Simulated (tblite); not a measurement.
Compound: C2H12O2SSi3.
SMILES with atom numbers: `[CH3:1][CH2:2][O:3][Si@H:4]([OH:5])[SiH2:6][SiH2:7][SH:8]` (hydrogens: H9, H10, H11 on C1; H12, H13 on C2; H14 on Si4; H15 on O5; H16, H17 on Si6; H18, H19 on Si7; H20 on S8)

The geometry is computed with GFN2-xTB (gas phase).

Task: Give the optimised bond lengths and angles.

Result: 
| bond | length (Å) |
| --- | --- |
| C1–C2 | 1.520 |
| C2–O3 | 1.402 |
| O3–Si4 | 1.614 |
| Si4–O5 | 1.627 |
| Si4–Si6 | 2.302 |
| Si6–Si7 | 2.329 |
| Si7–S8 | 2.191 |
| C1–H9, C1–H10, C1–H11 | 1.087 |
| C2–H12 | 1.097 |
| C2–H13 | 1.095 |
| Si4–H14 | 1.472 |
| O5–H15 | 0.958 |
| Si6–H16 | 1.477 |
| Si6–H17 | 1.470 |
| Si7–H18 | 1.465 |
| Si7–H19 | 1.461 |
| S8–H20 | 1.325 |

Bonds in one row agree within 0.01 Å and their mean is given. A selection of angles:
| angle | degrees |
| --- | --- |
| C2–C1–H9 | 110.0 |
| H9–C1–H10 | 109.2 |
| C1–C2–O3 | 109.6 |
| C1–C2–H12 | 110.3 |
| C1–C2–H13 | 110.5 |
| O3–C2–H12 | 108.9 |
| O3–C2–H13 | 109.3 |
| H12–C2–H13 | 108.1 |
| C2–O3–Si4 | 128.4 |
| O3–Si4–O5 | 108.3 |
| O3–Si4–Si6 | 102.2 |
| O3–Si4–H14 | 110.8 |
| O5–Si4–Si6 | 111.5 |
| O5–Si4–H14 | 106.8 |
| Si6–Si4–H14 | 116.9 |
| Si4–O5–H15 | 122.4 |
| Si4–Si6–Si7 | 111.4 |
| Si4–Si6–H16 | 110.0 |
| Si4–Si6–H17 | 119.0 |
| Si7–Si6–H16 | 105.5 |
| Si7–Si6–H17 | 105.7 |
| H16–Si6–H17 | 104.1 |
| Si6–Si7–S8 | 106.6 |
| Si6–Si7–H18 | 120.6 |
| Si6–Si7–H19 | 119.6 |
| S8–Si7–H18 | 102.5 |
| S8–Si7–H19 | 98.3 |
| H18–Si7–H19 | 105.5 |
| Si7–S8–H20 | 96.6 |

Dihedral angles: C1–C2–O3–Si4 170° (antiperiplanar); C2–O3–Si4–O5 -51° (synclinal); O3–Si4–Si6–Si7 130° (anticlinal); Si4–Si6–Si7–S8 30°; H15–O5–Si4–O3 -165° (antiperiplanar); H20–S8–Si7–Si6 63° (synclinal).

The Si–Si distances run from 2.302 Å (Si4–Si6, drawn single) to 2.329 Å (Si6–Si7, drawn single), a spread of 0.027 Å. S8 (sulfur bonded to Si and H) is bent (angle 96.6°). O5 (silanol oxygen) is bent (angle 122.4°). Of the pairs four or more bonds apart, S8···H15 is among the closest relative to their van der Waals radii: 2.53 Å, 84 % of the sum of Bondi's values. Si7 (SiH2 silicon) is distorted tetrahedral (angles from 98.3° to 120.6°). Si4 (oxygen-bound silicon) is distorted tetrahedral (angles from 102.2° to 116.9°). Si6 (SiH2 silicon) is distorted tetrahedral (angles from 104.1° to 119.0°).

Point group: C1 (no symmetry element, even within 0.4 Å). Its GFN2-xTB frequencies are all real (lowest 19 cm⁻¹). The numbers are those of one conformer (C1–C2–O3–Si4 170°, C2–O3–Si4–O5 -51°, O3–Si4–O5–H -165°, O3–Si4–Si6–Si7 130°, Si4–Si6–Si7–S8 30°).
